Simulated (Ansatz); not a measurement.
C$_{3}$H$_{3}$, doublet, at a GFN2-xTB geometry; PBE/cc-pVDZ in Ansatz (a quantum-chemistry and plane-wave program).

Ansatz was given this input:
Ansatz 0.2 input:
```yaml
crystal:
  periodic: [false, false, false]
  atoms:
    - {symbol: C, position_ang: [1.30815180, -0.19129891, 0.14654059]}
    - {symbol: C, position_ang: [0.10901014, -0.01594121, 0.01221143]}
    - {symbol: C, position_ang: [-1.22056561, 0.17849066, -0.13672909]}
    - {symbol: H, position_ang: [2.33913641, -0.34206600, 0.26203260]}
    - {symbol: H, position_ang: [-1.59247811, 1.02636034, -0.68281534]}
    - {symbol: H, position_ang: [-1.92623626, -0.51179755, 0.28864513]}
basis:
  gaussian:
    orbitals: cc-pVDZ
hamiltonian:
  xc: pbe
magnetization: {spin_polarized: true, initial_magnetization: 1}
```

Output, abridged:

```
Functional definition: PBE
714 factors; their error is unknown
mean field evaluation 1: about -3146.8379 eV, gradient 3.0e1 eV
mean field evaluation 2: about -3144.8508 eV, gradient 3.6e1 eV
mean field evaluation 4: about -3152.2801 eV, gradient 2.7e0 eV
mean field evaluation 8: about -3152.3225 eV, gradient 2.2e-1 eV
mean field evaluation 16: about -3152.3053 eV, gradient 1.1e-4 eV
mean field -3152.30530892 eV, -115.8450833937 hartree, gradient 1.6e-5 eV, S^2 0.761427; 0 other end points of the search recorded, 0 dependent functions left out
reference -3152.30533354 eV, -115.8450842981 hartree; 11, 10 occupied and 46, 47 virtual orbitals, 714 factors
Total energy: -3152.30533354 eV, -115.8450842981 hartree
```
